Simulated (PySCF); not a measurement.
CH3Cl3Si, charge +1, doublet, at a GFN2-xTB geometry (a state made from the parent by changing its charge; the spin is typed, not shown lowest); B3LYP/STO-3G in PySCF.

The PySCF input:
```python
from pyscf import gto, scf, dft

mol = gto.M(
    atom='''
C    -2.00424668   -0.41392756    0.05397322
Si   -0.02869839   -0.00592694    0.00077283
Cl    0.61613008   -1.24640386   -1.42202929
Cl   -0.01476030    1.93265254   -0.46898025
Cl    0.54014561   -0.45049691    1.86026918
H    -2.11676567   -1.46265474    0.30566865
H    -2.45099666    0.22153514    0.81057179
H    -2.41074186   -0.20011778   -0.92831332
''',
    basis='sto-3g',
    charge=1,
    spin=1,
    verbose=4,
)

mf = dft.UKS(mol)
mf.xc = 'b3lyp'
mf.grids.atom_grid = (99, 590)
mf.grids.prune = None
mf.kernel()
```

The log (banner, timings and long lists left out):

```
PySCF version 2.14.0

[INPUT] verbose = 4
[INPUT] num. atoms = 8
[INPUT] num. electrons = 73
[INPUT] charge = 1
[INPUT] spin (= nelec alpha-beta = 2S) = 1
[INPUT] symmetry False subgroup None
[INPUT] Mole.unit = angstrom
[INPUT] Symbol           X                Y                Z      unit          X                Y                Z       unit  Magmom
[INPUT]  1 C     -2.004246680000  -0.413927560000   0.053973220000 AA   -3.787477311269  -0.782209723809   0.101994603861 Bohr   0.0
[INPUT]  2 Si    -0.028698390000  -0.005926940000   0.000772830000 AA   -0.054232097316  -0.011200293357   0.001460437041 Bohr   0.0
[INPUT]  3 Cl     0.616130080000  -1.246403860000  -1.422029290000 AA    1.164317108306  -2.355361936001  -2.687245899210 Bohr   0.0
[INPUT]  4 Cl    -0.014760300000   1.932652540000  -0.468980250000 AA   -0.027892924516   3.652183994545  -0.886244230330 Bohr   0.0
[INPUT]  5 Cl     0.540145610000  -0.450496910000   1.860269180000 AA    1.020727270286  -0.851315779863   3.515399268169 Bohr   0.0
[INPUT]  6 H     -2.116765670000  -1.462654740000   0.305668650000 AA   -4.000107386181  -2.764016873397   0.577630033366 Bohr   0.0
[INPUT]  7 H     -2.450996660000   0.221535140000   0.810571790000 AA   -4.631712419624   0.418640741567   1.531758687398 Bohr   0.0
[INPUT]  8 H     -2.410741860000  -0.200117780000  -0.928313320000 AA   -4.555641872425  -0.378167796856  -1.754257932586 Bohr   0.0

nuclear repulsion = 440.772197775469
number of shells = 26
number of NR pGTOs = 132
number of NR cGTOs = 44
basis = sto-3g
ecp = {}

******** <class 'pyscf.dft.uks.UKS'> ********
method = UKS
initial guess = minao
damping factor = 0
level_shift factor = 0
DIIS = <class 'pyscf.scf.diis.CDIIS'>
diis_start_cycle = 1
diis_space = 8
diis_damp = 0
SCF conv_tol = 1e-09
SCF conv_tol_grad = None
SCF max_cycles = 50
direct_scf = True
direct_scf_tol = 1e-13
number electrons alpha = 37  beta = 36
XC library pyscf.dft.libxc version 7.1.2
    S. Lehtola, C. Steigemann, M. J. T. Oliveira, and M. A. L. Marques,  SoftwareX 7, 1–5 (2018)
XC functionals = b3lyp
    P. J. Stephens, F. J. Devlin, C. F. Chabalowski, and M. J. Frisch,  J. Phys. Chem. 98, 11623 (1994)
radial grids:
    Treutler-Ahlrichs [JCP 102, 346 (1995); DOI:10.1063/1.469408] (M4) radial grids

becke partition: Becke, JCP 88, 2547 (1988); DOI:10.1063/1.454033
pruning grids: None
grids dens level: 3
symmetrized grids: False
atomic radii adjust function: <function treutler_atomic_radii_adjust>
User specified grid scheme (99, 590)
small_rho_cutoff = 0
Set gradient conv threshold to 3.16228e-05
tot grids = 467280
init E= -1690.76720462183

cycle= 1 E= -1690.73000577917  delta_E= 0.0372  |g|= 0.429  |ddm|= 2.43
cycle= 2 E= -1690.63171735073  delta_E= 0.0983  |g|= 0.596  |ddm|= 2.07
cycle= 3 E= -1690.92053920375  delta_E= -0.289  |g|= 0.0374  |ddm|= 1.13
cycle= 4 E= -1690.92130941406  delta_E= -0.00077  |g|= 0.0238  |ddm|= 0.09
cycle= 5 E= -1690.92172230148  delta_E= -0.000413  |g|= 0.00244  |ddm|= 0.0392
cycle= 6 E= -1690.92173083511  delta_E= -8.53e-06  |g|= 0.00046  |ddm|= 0.00921
cycle= 7 E= -1690.92173110865  delta_E= -2.74e-07  |g|= 6.14e-05  |ddm|= 0.00173
cycle= 8 E= -1690.92173111478  delta_E= -6.12e-09  |g|= 2.03e-05  |ddm|= 0.000238
cycle= 9 E= -1690.92173111496  delta_E= -1.79e-10  |g|= 1.67e-05  |ddm|= 0.000105
Extra cycle  E= -1690.92173111427  delta_E= 6.83e-10  |g|= 2.78e-05  |ddm|= 0.00015
converged SCF energy = -1690.92173111427  <S^2> = 0.75376147  2S+1 = 2.0037579
```
